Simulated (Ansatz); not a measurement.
`CNB(C)[SiH3]` + `N[AsH2]` → `[SiH3]N[AsH2]` + `CBNC` at 700 K and 1 bar (cleavage of the Si–B bond).

Isolated molecules relaxed with PBE0-D4/def2-TZVP in Ansatz; ΔE leaves out vibrations. CCSD(T)/CBS adds triple-zeta CCSD(T) − MP2 to the extrapolated MP2 energy (def2 sets, frozen cores). For As outer-core shells are correlated without core-valence functions, which leaves a few kJ/mol of doubt a bond. Scalar relativity is left out up to krypton. One conformer a species, not always the lowest.

```tsv
species	CCSD(T)/CBS energy (Eh)	H − E (kJ/mol)	S (J/(mol·K))
`CNB(C)[SiH3]`	-450.73419	416.1	524.6
`N[AsH2]`	-2292.09958	152.3	328.9
`[SiH3]N[AsH2]`	-2582.40077	216.7	432.7
`CBNC`	-160.46148	346.8	414.8
```

H − E and S are ideal-gas, rigid-rotor, harmonic terms from PBE0-D4/def2-TZVP, for one conformer and one mirror image of each species. 1 Eh = 2625.50 kJ/mol, R = 8.31446 J/(mol·K).

By hand: ΔE, ΔH, ΔS and ΔG.

ΔE = (-2582.40077) + (-160.46148) − (-450.73419) − (-2292.09958) = -0.02848 Eh = -74.8 kJ/mol. Δ(H − E) = 216.7 + 346.8 − 416.1 − 152.3 = -4.9, so ΔH = -79.7 kJ/mol. ΔS = 432.7 + 414.8 − 524.6 − 328.9 = -6.0 J/(mol·K). ΔG = -79.7 − 700 × (-6.0)/1000 = -75.5 kJ/mol.

By hand: the equilibrium constant, and the temperature at which ΔG would vanish if ΔH and ΔS stayed fixed.

log₁₀ K = −ΔG/(RT ln 10) = 5.6. ΔG = 0 at ΔH/ΔS = 13283 K, far beyond where these terms or the molecules hold.

The number of gas molecules stays the same, so ΔS is small and ΔH decides. A doubt of 5 kJ/mol in ΔE shifts log₁₀ K by 0.4 here. Other conformers and mirror images would add mixing entropy, several J/(mol·K) or more a flexible species. Modes under 60 cm⁻¹, often nearly free rotors, make the harmonic entropy too high. These are equilibria of isolated gas molecules and say nothing of rates. Largest T1 diagnostic: 0.013 (customary marks: 0.02 for closed shells, 0.045 for open ones).
